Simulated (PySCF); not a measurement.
CH2N, SMILES C#[NH+], charge +1.

The structure is a stationary point at PBE0-D3(BJ)/def2-TZVPD. The isomer is the one that the SMILES or the coordinates give; other isomers of the formula were not compared.

Calculation: TDDFT-ωB97X/def2-TZVPD (PySCF).

Vertical excitations; the highest root listed may be one member of a degenerate set. The molecule is in vacuum. State labels are in the subgroup C2v.

Computed lowest excited states:
```
state  symmetry  energy (eV)  λ (nm)      f                                     main pairs
-----  --------  -----------  ------  -----  ---------------------------------------------
S1           A2         8.55     145  0.000             HOMO−1→LUMO+1 50 %, HOMO→LUMO 50 %
S2           A2         8.90     139  0.000      HOMO→LUMO, HOMO−1→LUMO+1 (degenerate set)
S3           A1         8.90     139  0.000      HOMO−1→LUMO, HOMO→LUMO+1 (degenerate set)
S4           B2        13.19      94  0.021                   HOMO→LUMO+2 (degenerate set)
S5           B1        13.19      94  0.021                 HOMO−1→LUMO+2 (degenerate set)
S6           A1        13.62      91  0.840             HOMO→LUMO+1 48 %, HOMO−1→LUMO 48 %
S7           B2        14.15      88  0.045                 HOMO−2→LUMO+1 (degenerate set)
S8           B1        14.15      88  0.045                   HOMO−2→LUMO (degenerate set)
S9           B1        14.41      86  0.104  HOMO−1→LUMO+4, HOMO−1→LUMO+3 (degenerate set)
S10          B2        14.41      86  0.104      HOMO→LUMO+4, HOMO→LUMO+3 (degenerate set)
T1           A1         7.02     177      0             HOMO→LUMO+1 48 %, HOMO−1→LUMO 48 %
T2           A2         7.76     160      0      HOMO−1→LUMO+1, HOMO→LUMO (degenerate set)
T3           A1         7.76     160      0      HOMO−1→LUMO, HOMO→LUMO+1 (degenerate set)
T4           A2         8.59     144      0             HOMO→LUMO 49 %, HOMO−1→LUMO+1 49 %
```
Triplets are in the Tamm–Dancoff approximation, which puts them higher than full response would, so one can lie above its singlet here.
